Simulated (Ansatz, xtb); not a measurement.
# Relative energy of two structures of C2HGeO+

We compare X, a singlet given by its coordinates, with Y, `O[C+]=[C]=[Ge]`, a singlet. Both are isolated ions in the gas phase, relaxed with PBE0-D3(BJ)/def2-SVP; the shapes shown needn't be the lowest conformers.

X (Å):

```yaml
atoms:
  - { symbol: C, position_ang: [0.4363, 1.5987, -1.9642] }
  - { symbol: C, position_ang: [0.7601, 2.6807, -1.2336] }
  - { symbol: Ge, position_ang: [2.2279, 2.8953, -0.0906] }
  - { symbol: O, position_ang: [0.2033, 0.6606, -2.5638] }
  - { symbol: H, position_ang: [0.0759, 3.5431, -1.3213] }
```

Close contacts (Å): C1–C2 1.35, C1–O4 1.14, C2–Ge3 1.87, C2–H5 1.10.

Y (Å):

```xyz
5

C     0.5774    2.1957   -1.6121
C     1.6817    2.3628   -1.0680
Ge    3.3496    2.5607   -0.3384
O    -0.4865    1.9799   -2.2288
H    -1.3026    2.3340   -1.8241
```

Task: Estimate E(Y) − E(X) at the level CCSD(T)/def2-TZVPP.

Result: Calculated at CCSD(T)/def2-TZVPP: E(Y) − E(X) = +108.4 kJ/mol, so structure X lies lower.

How the difference moves with the method:

```
               level              geometry  E(Y) − E(X) (kJ/mol)  departure from the last row (kJ/mol)  job, with rough time for the two
            GFN2-xTB              GFN2-xTB                   +51.1                                 −57.3              optimisation, 0.11 s
           HF/STO-3G              GFN2-xTB                   +93.7                                 −14.7              single point, 0.36 s
  r2SCAN-D4/def2-SVP              GFN2-xTB                  +109.1                                  +0.7               single point, 3.3 s
PBE0-D3(BJ)/def2-SVP  PBE0-D3(BJ)/def2-SVP                  +110.0                                  +1.6                optimisation, 24 s
       HF/def2-TZVPP  PBE0-D3(BJ)/def2-SVP                  +113.2                                  +4.8           part of the CCSD(T) run
      MP2/def2-TZVPP  PBE0-D3(BJ)/def2-SVP                  +107.5                                  −0.9           part of the CCSD(T) run
  CCSD(T)/def2-TZVPP  PBE0-D3(BJ)/def2-SVP                  +108.4                                                   single point, 1.7 min
```

None of the levels shown reverses the order. The largest departure from CCSD(T)/def2-TZVPP is that of GFN2-xTB, 57.3 kJ/mol.

With harmonic frequencies from PBE0-D3(BJ)/def2-SVP (ideal gas, rigid rotor, one conformer each, 298.15 K, 1 atm): on the last row, ΔE + ΔZPE = +108.6, ΔH = +110.2, ΔG = +109.6 kJ/mol.

The correlated steps freeze 12 core orbitals; the filled d shell of Ge is correlated, in a basis made for valence electrons. Programs: Ansatz 0.2.0, xtb 6.7.1; the last row on 1 thread of Arm Neoverse V2 on a shared host.
